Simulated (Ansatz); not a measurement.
Basis sets compared for the cluster ZrO₃H₂. Charge 0, multiplicity 1. Geometry PBE-D4/def2-TZVP. Ansatz on 4 threads of Arm Neoverse V1 on a shared host; times are rough, and most runs start from earlier orbitals.

```xyz
6

Zr    0.443   -0.480    0.079
O     0.835    1.191    1.070
O    -0.674   -1.517    0.978
O    -0.168   -0.206   -1.786
H     0.516    1.528    1.920
H    -0.952   -0.516   -2.261
```

In the def2 sets Zr takes a core potential; there is no spin–orbit coupling. The structure comes from a short search, and lower isomers may exist.

Binding counts from free atoms (Zr triplet, O triplet, H doublet) in the same basis, without a counterpoise term.

```json
{"level": "PBE-D4/def2-SVP", "functions": "83", "energy (Eh)": "-273.7007", "HOMO (eV)": "-6.37", "LUMO (eV)": "-3.03", "binding per atom (eV)": "–", "wall time": "0.7 s"}
{"level": "PBE-D4/def2-TZVP", "functions": "145", "energy (Eh)": "-273.9888", "HOMO (eV)": "-6.59", "LUMO (eV)": "-3.17", "binding per atom (eV)": "–", "wall time": "1.1 s"}
{"level": "r2SCAN-D4/def2-TZVP", "functions": "145", "energy (Eh)": "-274.1151", "HOMO (eV)": "-6.88", "LUMO (eV)": "-2.77", "binding per atom (eV)": "–", "wall time": "2.2 s"}
{"level": "PBE0-D4/def2-SVP", "functions": "83", "energy (Eh)": "-273.6552", "HOMO (eV)": "-7.99", "LUMO (eV)": "-2.36", "binding per atom (eV)": "4.58", "wall time": "0.8 s"}
{"level": "PBE0-D4/def2-TZVP", "functions": "145", "energy (Eh)": "-273.9418", "HOMO (eV)": "-8.16", "LUMO (eV)": "-2.47", "binding per atom (eV)": "4.54", "wall time": "1.2 s"}
```

Question: Estimate the rows for PBE-D4/def2-TZVPD, r2SCAN-D4/def2-TZVPD, PBE0-D4/def2-TZVPD.

Answer: 
| level | functions | energy (Eh) | HOMO (eV) | LUMO (eV) | binding per atom (eV) | wall time |
| --- | --- | --- | --- | --- | --- | --- |
| PBE-D4/def2-TZVPD | 178 | -273.9926 | -6.67 | -3.22 | – | 1.6 s |
| r2SCAN-D4/def2-TZVPD | 178 | -274.1182 | -6.93 | -2.79 | – | 3.1 s |
| PBE0-D4/def2-TZVPD | 178 | -273.9452 | -8.22 | -2.49 | 4.55 | 1.9 s |
